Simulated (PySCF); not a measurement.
Electron correlation in Re²⁺ (rhenium, charge +2)

[Xe] 4f14 5d4 6p1, one real determinant (an excited configuration). Computed with PySCF 2.14 in aug-cc-pVDZ-PP with ECP60MDF (5s5p4d2f, 54 functions), with scalar relativity through the core potential. Frozen: 5s2 5p6; 5 electrons correlated.

```tsv
level	correlation energy (mhartree)
CCSD	-41.97
(T)	-0.64
CCSD(T)	-42.61
```

Diagnostics: T1 = 0.0063, D1 = 0.0169, largest double amplitude 0.103.

The real determinant used has ⟨L²⟩ near 8 against 12 for a pure F term, so it mixes terms. Spin-orbit coupling, absent here, splits the open shell strongly.

Cost of the coupled-cluster step: of the order of 1.6 core-seconds, for 5 correlated electrons.

Iterations:

```
CC2 = 0
CCSD nocc = (np.int64(5), np.int64(0)), nmo = (50, 50)
frozen orbitals [[0, 1, 2, 3], [0, 1, 2, 3]]
max_cycle = 100
direct = 0
conv_tol = 1e-08
conv_tol_normt = 1e-06
diis_space = 8
diis_start_cycle = 0
Init t2, MP2 energy = -0.0344576487722413
Init E_corr(UCCSD) = -0.0344576487804944
cycle = 1  E_corr(UCCSD) = -0.0397152438523292  dE = -0.00525759507  norm(t1,t2) = 0.0256351
cycle = 2  E_corr(UCCSD) = -0.0407437292961728  dE = -0.00102848544  norm(t1,t2) = 0.0125167
cycle = 3  E_corr(UCCSD) = -0.0414183468132059  dE = -0.000674617517  norm(t1,t2) = 0.0087909
cycle = 4  E_corr(UCCSD) = -0.0414646906878169  dE = -4.63438746e-05  norm(t1,t2) = 0.00579476
cycle = 5  E_corr(UCCSD) = -0.041627306082386  dE = -0.000162615395  norm(t1,t2) = 0.0043272
cycle = 6  E_corr(UCCSD) = -0.041718638319277  dE = -9.13322369e-05  norm(t1,t2) = 0.00361291
cycle = 7  E_corr(UCCSD) = -0.041943169665654  dE = -0.000224531346  norm(t1,t2) = 0.00252922
cycle = 8  E_corr(UCCSD) = -0.0419545073238047  dE = -1.13376582e-05  norm(t1,t2) = 0.000748096
cycle = 9  E_corr(UCCSD) = -0.041975467833338  dE = -2.09605095e-05  norm(t1,t2) = 0.000164706
cycle = 10  E_corr(UCCSD) = -0.0419704610818991  dE = 5.00675144e-06  norm(t1,t2) = 5.9117e-05
cycle = 11  E_corr(UCCSD) = -0.0419706504286213  dE = -1.89346722e-07  norm(t1,t2) = 1.87402e-05
cycle = 12  E_corr(UCCSD) = -0.0419708436098955  dE = -1.93181274e-07  norm(t1,t2) = 6.26183e-06
cycle = 13  E_corr(UCCSD) = -0.0419708896503638  dE = -4.60404683e-08  norm(t1,t2) = 7.49105e-07
cycle = 14  E_corr(UCCSD) = -0.0419708913982939  dE = -1.74793002e-09  norm(t1,t2) = 2.15e-07
UCCSD converged
E(UCCSD) = -76.72803811777356  E_corr = -0.04197089139829387
UCCSD(T) correction = -0.000636344067454574
```

The reference is one real determinant that mixes LS terms of this configuration.
